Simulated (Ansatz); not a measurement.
Born–Oppenheimer molecular dynamics of CH₄BFO₂ (9 atoms, charge 0, multiplicity 1). It starts from a relaxed structure.

These are results of RKS PBE0-D4/STO-3G (Ansatz 0.2.0), not measurements.

```yaml
ensemble: NVE (velocity Verlet)
time_step: 0.25 fs
steps_asked: 340
starting_velocities_drawn_for: 500 K
seed: 930347
```

First frame:

```xyz
9
Properties=species:S:1:pos:R:3
B -0.018 0.539 -0.879
C 0.488 0.103 0.549
O 0.338 -0.992 -0.667
O -0.342 -0.285 1.625
F 1.784 0.033 0.949
H -1.165 0.745 -0.989
H 0.732 1.054 -1.609
H -0.530 -1.475 -0.436
H -1.198 0.232 1.441
```

Problem. How far do the bonds stretch over the last three quarters of this one trajectory? (Pairs bonded in most of those frames.)

Solution. 
| bond | mean (Å) | spread (Å) | shortest | longest |
| --- | --- | --- | --- | --- |
| B1–C2 | 1.583 | 0.023 | 1.53 | 1.62 |
| B1–O3 | 1.597 | 0.043 | 1.53 | 1.67 |
| B1–H6 | 1.171 | 0.012 | 1.15 | 1.19 |
| B1–H7 | 1.169 | 0.008 | 1.15 | 1.18 |
| C2–O3 | 1.631 | 0.072 | 1.51 | 1.71 |
| C2–O4 | 1.423 | 0.017 | 1.39 | 1.45 |
| C2–F5 | 1.364 | 0.023 | 1.32 | 1.40 |
| O3–H8 | 1.020 | 0.005 | 1.01 | 1.03 |
| O4–H9 | 1.024 | 0.043 | 0.96 | 1.09 |

Mean temperature of the second half: 257 K. The conserved energy stayed within 0.11 meV per atom of its start (net change 0.047 meV per atom), so the integration is sound. The temperature averaged 0.51 of the 500 K drawn at the start: a run that starts near a minimum puts about half its kinetic energy into the potential. A run of 0.085 ps of so small a system gives no equilibrium averages. Limits of this set-up: minimal basis.

Time of the run: 9.1 min on 1 thread of Arm Neoverse V1, on a shared host, peak memory 0.088 GiB.
